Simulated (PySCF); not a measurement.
Solvent effects on NMR parameters

Mapped SMILES: `[BH2:1][C:2](=[CH2:3])[C:4](=[CH2:5])[CH2:6][CH2:7][CH3:8]`; H(Xn) means a hydrogen on atom n. Ha(C3) is cis to B1; Ha(C5) is cis to C2; Hb(C3) is trans to B1; Hb(C5) is trans to C2.

GIAO PBE0/pcSseg-1 in PySCF 2.14 on one PBE0-D3(BJ)/def2-SVP conformer, non-relativistic, equivalent nuclei averaged. Solvents enter as an IEF-PCM continuum (cyclohexane with ε = 2.0, acetonitrile with ε = 35.7) around the gas-phase geometry. Shifts are referred to BF3·OEt2, TMS computed in the same medium.

In cyclohexane, δ in ppm: B1 76.4, C2 160.8, C3 157.2, C4 157.0, C5 127.1, C6 39.4, C7 25.9, C8 16.6, H(B1) 7.09, Hb(C3) 6.87, Ha(C3) 6.69, Ha(C5) 6.08, Hb(C5) 5.65, H(C6) 2.24. Dipole moment 1.49 D.

Question: How does each δ change in the more polar medium?

Answer: 
```tsv
atoms	environment	Δδ, acetonitrile
B1	boron bonded to C, 2 H	-0.2
C2	fully substituted alkene carbon	0.0
C3	terminal =CH2 carbon	+3.7
C4	fully substituted alkene carbon	+1.8
C5	terminal =CH2 carbon	-0.1
C6	allylic sp3 CH2	+0.1
C7	sp3 CH2	+0.7
C8	methyl carbon	+0.1
H(B1)	hydrogen on a boron bonded to C	-0.05
Hb(C3)	hydrogen on a terminal =CH2 carbon	+0.24
Ha(C3)	hydrogen on a terminal =CH2 carbon	+0.18
Ha(C5)	hydrogen on a terminal =CH2 carbon	+0.01
Hb(C5)	hydrogen on a terminal =CH2 carbon	+0.07
H(C6)	hydrogen on an allylic sp3 CH2	+0.07
```

Changes are relative to cyclohexane. The dipole moment becomes 1.83 D in acetonitrile.

Question: Which of the listed nuclei move most (in ppm), and what does the model miss?

Answer: C3 (terminal =CH2 carbon, +3.7 ppm) in acetonitrile. A continuum only polarises the solute; specific hydrogen bonds, the anisotropy of aromatic solvents and changes of geometry or conformer are outside it.
